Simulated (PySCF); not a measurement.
Order these species by their calculated properties.

Each SMILES stands for a single optimised conformer of the isolated species, non-relativistic unless stated. Electronic properties by PySCF.

The conformers computed, where there is a choice (atom-mapped SMILES and torsion angles):
- `[CH2:1]=[C:2]([CH2:3][F:4])[SiH2:5][NH2:6]`: C1–C2–C3–F4 -147°, C1–C2–Si5–N6 -6°, H–N6–Si5–C2 55°, H–N6–Si5–C2 -169°
- `[O:1]=[CH:2][O:3][C@H:4]1[CH:5]=[C:6]1[SiH2:7][CH2:8][Cl:9]`: O1–C2–O3–C4 -2°, C2–O3–C4–C5 -81°, C5–C6–Si7–C8 -76°, C6–Si7–C8–Cl9 -58°
- `[F:1][CH2:2][SiH2:3][O:4][C@:5]12[CH2:6][C@H:7]1[CH2:8]2`: F1–C2–Si3–O4 -69°, C2–Si3–O4–C5 56°, Si3–O4–C5–C6 34°
- `[CH2:1]=[CH:2][C@@:3]([F:4])([CH:5]=[O:6])[CH2:7][SiH3:8]`: C1–C2–C3–F4 -80°, C2–C3–C5–O6 82°, C2–C3–C7–Si8 -69°
- `[CH3:1][SiH2:2][C:3]([F:4])=[C:5]1[CH2:6][O:7][CH2:8]1`: C1–Si2–C3–F4 96°
- `[CH3:1][CH2:2][N:3]([CH3:4])[C:5]([CH3:6])=[O:7]`: C1–C2–N3–C4 -72°, C2–N3–C5–C6 -176°
- `[F:1][CH2:2][CH2:3]/[CH:4]=[N:5]/[SiH3:6]`: F1–C2–C3–C4 180°, C2–C3–C4–N5 1°
- `[CH3:1]/[N:2]=[CH:3]/[CH:4]=[N:5]/[SiH2:6][PH2:7]`: N2–C3–C4–N5 -1°, C4–N5–Si6–P7 -102°, H–P7–Si6–N5 -52°, H–P7–Si6–N5 -145°
- `[CH2:1]=[C:2]([CH3:3])[C@@H:4]1[CH2:5][SiH2:6]1`: C1–C2–C4–C5 -156°

The conformers of `F[C@H]1CCN[SiH2]1`, `FCOC1=C[SiH2]CC1`, `O=C[SiH2]OCC(=O)O` and `FCOC1=CCC[SiH2]1` aren't listed.

**Question.** Rank by smallest rotational constant, lowest first (GFN2-xTB).
A. `C[SiH2]C(F)=C1COC1`
B. `C1=C([C@H]1OC=O)[SiH2]CCl`
C. `C=C(CF)[SiH2]N`
D. `FC[SiH2]O[C@]12C[C@H]1C2`
E. `FCC/C=N/[SiH3]`
F. `C=C[C@@](F)(C=O)C[SiH3]`
G. `CCN(C)C(C)=O`

**Answer.** B (0.570 GHz), A (0.829 GHz), E (0.935 GHz), D (1.016 GHz), F (1.240 GHz), C (1.398 GHz), G (1.538 GHz).

**Question.** Give the two extremes of that set in cm⁻¹.

**Answer.** `O=CO[C@H]1C=C1[SiH2]CCl`: 0.0190 cm⁻¹; `CCN(C)C(C)=O`: 0.0513 cm⁻¹.

**Question.** Rank by dipole moment, highest first (CAM-B3LYP/def2-SVPD at GFN2-xTB geometries).
A. `C[SiH2]C(F)=C1COC1`
B. `C=C(C)[C@@H]1C[SiH2]1`
C. `C/N=C/C=N/[SiH2]P`
D. `FC[SiH2]O[C@]12C[C@H]1C2`

**Answer.** C (2.55 D), A (1.98 D), D (1.39 D), B (0.89 D).

**Question.** Rank by electronic spatial extent ⟨r²⟩ about the centre of nuclear charge, highest first (CAM-B3LYP/def2-SVPD at GFN2-xTB geometries).
A. `FC[SiH2]O[C@]12C[C@H]1C2`
B. `C=C(C)[C@@H]1C[SiH2]1`
C. `C=C[C@@](F)(C=O)C[SiH3]`
D. `C/N=C/C=N/[SiH2]P`
E. `C[SiH2]C(F)=C1COC1`

**Answer.** D (1864 bohr²), E (1420 bohr²), A (1216 bohr²), C (1153 bohr²), B (816 bohr²).

**Question.** Give the two extremes of that set in Å².

**Answer.** `C=C(C)[C@@H]1C[SiH2]1`: 228 Å²; `C/N=C/C=N/[SiH2]P`: 522 Å².

**Question.** Rank by lowest triplet excitation (Tamm–Dancoff), lowest first (TDA PBE0/def2-SVPD at GFN2-xTB geometries).
A. `FCOC1=C[SiH2]CC1`
B. `C=C(CF)[SiH2]N`
C. `C(N(C)C(C)=O)C`
D. `[SiH3]/N=C/CCF`
E. `F[C@H]1CCN[SiH2]1`
F. `O=C[SiH2]OCC(=O)O`

**Answer.** F (2.56 eV), D (3.75 eV), B (4.19 eV), A (4.46 eV), C (5.12 eV), E (5.45 eV).

**Question.** Give the two extremes of that set in kJ/mol.

**Answer.** `O=C[SiH2]OCC(=O)O`: 247 kJ/mol; `F[C@H]1CCN[SiH2]1`: 526 kJ/mol.

**Question.** Rank by HOMO–LUMO gap, highest first (PBE0/def2-SVPD at GFN2-xTB geometries).
A. `O=C[SiH2]OCC(=O)O`
B. `CCN(C)C(C)=O`
C. `C=C(CF)[SiH2]N`
D. `F[C@H]1CCN[SiH2]1`
E. `FCC/C=N/[SiH3]`

**Answer.** B (7.33 eV), D (7.14 eV), C (7.01 eV), E (6.40 eV), A (5.44 eV).

**Question.** By how much do the two ends of that ranking differ?

**Answer.** By 1.89 eV, between `CCN(C)C(C)=O` and `O=C[SiH2]OCC(=O)O`.

**Question.** Rank by static isotropic polarisability, lowest first (PBE0/def2-SVPD at GFN2-xTB geometries).
A. `C=C(CF)[SiH2]N`
B. `F[C@H]1CCN[SiH2]1`
C. `FCC/C=N/[SiH3]`
D. `FCOC1=CCC[SiH2]1`

**Answer.** B (67.7 au), A (71.7 au), C (73.7 au), D (88.8 au).

**Question.** Give the two extremes of that set as polarisability volumes in Å³.

**Answer.** `F[C@H]1CCN[SiH2]1`: 10.03 Å³; `FCOC1=CCC[SiH2]1`: 13.16 Å³.
